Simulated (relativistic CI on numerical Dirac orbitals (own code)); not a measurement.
Computed by Dirac-Coulomb-Breit CI, orbitals from a KLI potential per configuration, a model potential for QED, unscaled Slater integrals (own radial code, finite nucleus).

Configuration list (outside the closed core [Ne]): 3s2 3p3, 3s 3p4, 3s2 3p2 3d, 3p5, 3s 3p3 3d, 3p4 3d, 3s 3p2 3d2, 3s2 3p 3d 4p, 3p4 4s, 3s 3p2 3d 4s, 3p4 4p, 3s2 3p2 4s, 3s2 3p2 4p, 3p3 3d 4p, 3s2 3p2 4d, 3s 3p3 4s, 3s2 3p2 4f, 3s 3p3 4p, 3s 3p3 4d, 3s 3p3 4f, 3s2 3p2 5s, 3s2 3p2 5p, 3s2 3p 4s 4p, 3s2 3p2 5d, 3s2 3p2 5f, 3s2 3p2 5g, 3s 3p2 4s2, 3s 3p3 5s, 3s2 3p 3d2, 3s2 3d3, 3s 3p 3d3, 3s2 3d2 4s, 3s2 3d2 4p, 3s2 3d2 4d, 3p3 3d2, 3p2 3d3, 3p2 3d2 4s, 3p2 3d2 4p, 3p2 3d2 4d, 3s2 3p 3d 4s, 3s 3p 3d2 4s, 3s2 3d 4s2, 3s2 3d 4s 4p, 3s2 3d 4s 4d, 3s 3p2 3d 4p, 3s 3p 3d2 4p, 3s 3p 3d 4s 4p, 3s 3p 3d 4p2, 3s 3p 3d 4p 4d, 3p3 3d 4s, 3p2 3d 4s2, 3p2 3d 4s 4p, 3p2 3d 4s 4d, 3s2 3p 4s2, 3s 3p 3d 4s2, 3s2 4s2 4p, 3s2 4s2 4d, 3s2 3p 4p2, 3s2 3d 4p2, 3s2 4s 4p2, 3s2 4p3, 3s2 4p2 4d, 3s 3p2 4s 4p, 3s 3p 4s2 4p, 3s 3p 4s 4p2, 3s 3p 4s 4p 4d. Double excitations out of closed p, d and f shells are left out; levels of such configurations are missing from the list, as are those of other unlisted configurations, and high levels can miss mixing partners. These lack a partner that the ground configuration has and come out too high: 3s2 3p2 4f, 3s 3p3 4d, 3s 3p3 4f, 3s2 3p2 5s, 3s2 3p2 5p.

At this charge energies of transitions that change n are usually good to better than 1 %, and those within a shell (Δn = 0) to a few per cent.

Outline of the computed level scheme of Sn XXXVI. Lowest level of each configuration: 3s2 3p3 2P°_3/2 at 0.000 eV; 3s2 3p2 3d 4F_3/2 at 136.342 eV; 3s 3p4 4P_5/2 at 138.296 eV; 3s 3p3 3d 6D°_5/2 at 275.126 eV.

Some strong electric-dipole decays among the lowest 45 levels: 3s2 3p2 3d 4P_3/2 → 3s2 3p3 2P°_3/2 (5.6e+11 s⁻¹); 3s2 3p2 3d 4P_1/2 → 3s2 3p3 4S°_3/2 (4.4e+11 s⁻¹); 3s2 3p2 3d 2F_7/2 → 3s2 3p3 2D°_5/2 (3.5e+11 s⁻¹); 3s2 3p2 3d 2D_3/2 → 3s2 3p3 2P°_1/2 (3.4e+11 s⁻¹); 3s2 3p2 3d 2D_3/2 → 3s2 3p3 4S°_3/2 (3.0e+11 s⁻¹); 3s2 3p2 3d 2D_5/2 → 3s2 3p3 2D°_5/2 (2.7e+11 s⁻¹); 3s2 3p2 3d 2P_1/2 → 3s2 3p3 2P°_1/2 (2.7e+11 s⁻¹); 3s2 3p2 3d 2S_1/2 → 3s2 3p3 2P°_3/2 (2.6e+11 s⁻¹).

LS names give the leading component of a level, which can be under half, so a name can repeat, a term be missing and a line seem to break the LS rules.
